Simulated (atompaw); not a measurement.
Cutoff test, Mg (Z = 12), PAW (atompaw)

- Element: Mg (Z = 12)
- Generator: atompaw 4.2.0.5
- Type: PAW
- Functional: PBE
- Relativity: non-relativistic
- Frozen core: [He]
- Valence charge: 10
- Reference configuration: 2s2 2p6 3s2 3p0
- Partial waves: 2s (bound); 3s (bound); 2p (bound); 3p (bound, empty)
- Local potential: bessel scheme, radius 1.25 bohr
- Core correction: smooth core density matched at 0.96 bohr
- Augmentation charge: besselshape compensation charge, radius 1.25 bohr; PAW radius 1.30 bohr; waves and projectors: bloechl

The pseudo-atom Hamiltonian at the reference potential is diagonalised in spherical Bessel functions j_l(qr) that vanish at 20 bohr, with q² up to the cutoff. All-electron valence levels (Ry): 2s -5.8470, 3s -0.3454, 2p -3.4291, 3p -0.0983.

Question: How do the lowest levels (Ry) of each channel move with the cutoff, and are there ghosts?

Answer:

```json
{"cutoff (Ry)": "8", "s #1": "-4.5198", "s #2": "-0.2502", "s #3": "0.0136", "p #1": "-1.0205", "p #2": "-0.0196", "p #3": "0.0746", "d #1": "0.0529", "f #1": "0.1079", "Σ f·Δε (mRy)": "17296.7"}
{"cutoff (Ry)": "12", "s #1": "-5.1344", "s #2": "-0.2881", "s #3": "0.0085", "p #1": "-1.6978", "p #2": "-0.0415", "p #3": "0.0626", "d #1": "0.0529", "f #1": "0.1079", "Σ f·Δε (mRy)": "11927.6"}
{"cutoff (Ry)": "18", "s #1": "-5.5557", "s #2": "-0.3188", "s #3": "0.0047", "p #1": "-2.4574", "p #2": "-0.0619", "p #3": "0.0548", "d #1": "0.0529", "f #1": "0.1079", "Σ f·Δε (mRy)": "6466.0"}
{"cutoff (Ry)": "25", "s #1": "-5.7185", "s #2": "-0.3327", "s #3": "0.0030", "p #1": "-2.9491", "p #2": "-0.0758", "p #3": "0.0505", "d #1": "0.0529", "f #1": "0.1079", "Σ f·Δε (mRy)": "3162.5"}
{"cutoff (Ry)": "35", "s #1": "-5.8164", "s #2": "-0.3420", "s #3": "0.0019", "p #1": "-3.2490", "p #2": "-0.0867", "p #3": "0.0476", "d #1": "0.0529", "f #1": "0.1079", "Σ f·Δε (mRy)": "1148.3"}
{"cutoff (Ry)": "45", "s #1": "-5.8394", "s #2": "-0.3444", "s #3": "0.0016", "p #1": "-3.3595", "p #2": "-0.0923", "p #3": "0.0461", "d #1": "0.0529", "f #1": "0.1079", "Σ f·Δε (mRy)": "434.6"}
{"cutoff (Ry)": "55", "s #1": "-5.8454", "s #2": "-0.3452", "s #3": "0.0015", "p #1": "-3.3999", "p #2": "-0.0952", "p #3": "0.0454", "d #1": "0.0529", "f #1": "0.1079", "Σ f·Δε (mRy)": "178.9"}
{"cutoff (Ry)": "70", "s #1": "-5.8467", "s #2": "-0.3453", "s #3": "0.0015", "p #1": "-3.4225", "p #2": "-0.0974", "p #3": "0.0449", "d #1": "0.0529", "f #1": "0.1079", "Σ f·Δε (mRy)": "40.5"}
{"cutoff (Ry)": "90", "s #1": "-5.8469", "s #2": "-0.3454", "s #3": "0.0015", "p #1": "-3.4281", "p #2": "-0.0981", "p #3": "0.0447", "d #1": "0.0529", "f #1": "0.1079", "Σ f·Δε (mRy)": "6.1"}
{"cutoff (Ry)": "110", "s #1": "-5.8470", "s #2": "-0.3454", "s #3": "0.0015", "p #1": "-3.4290", "p #2": "-0.0983", "p #3": "0.0447", "d #1": "0.0529", "f #1": "0.1079", "Σ f·Δε (mRy)": "0.8"}
{"cutoff (Ry)": "140", "s #1": "-5.8470", "s #2": "-0.3454", "s #3": "0.0015", "p #1": "-3.4291", "p #2": "-0.0983", "p #3": "0.0447", "d #1": "0.0529", "f #1": "0.1079", "Σ f·Δε (mRy)": "0.1"}
{"cutoff (Ry)": "400", "s #1": "-5.8470", "s #2": "-0.3454", "s #3": "0.0015", "p #1": "-3.4291", "p #2": "-0.0983", "p #3": "0.0447", "d #1": "0.0529", "f #1": "0.1079", "Σ f·Δε (mRy)": "0.0"}
```

Result: no extra level below or beside the all-electron valence levels (s, p, d, f tested); 10 mRy is reached at 90 Ry and 1 mRy at 110 Ry.
